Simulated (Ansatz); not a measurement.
Basis-set extrapolation for C$_{3}$H$_{6}$AlNO (`C=[N][Al]1[CH2]C[O]1`) (PBE0-D4/def2-TZVP geometry, frozen core, the Gaussian-basis code of Ansatz). Multiplicity 1, RHF reference.

```json
{"": "HF", "def2-TZVPP": "-488.456871", "def2-QZVPP": "-488.475476"}
{"": "MP2 correlation", "def2-TZVPP": "-0.999790", "def2-QZVPP": "-1.069727"}
{"": "CCSD(T) correlation", "def2-TZVPP": "-1.077952", "def2-QZVPP": "not run"}
```

Energies in hartree. Use E(X) = E(∞) + A·exp(−7.88·√X) for Hartree–Fock and E(X) = E(∞) + B·X^(−2.97) for correlation, with X = 3 and 4, and add CCSD(T) minus MP2 of the smaller set to the MP2 limit.

**Question.** What is the CCSD(T) energy at the basis-set limit?

**Answer.** HF limit: -488.475476 + (-0.018605) × 0.13774 = -488.47804. MP2 limit: -1.069727 + (-0.069937) × 0.74074 = -1.12153. Higher-order term: -1.077952 − (-0.999790) = -0.07816. Total: -489.67773 hartree, 375.2 kJ/mol below CCSD(T)/def2-TZVPP.
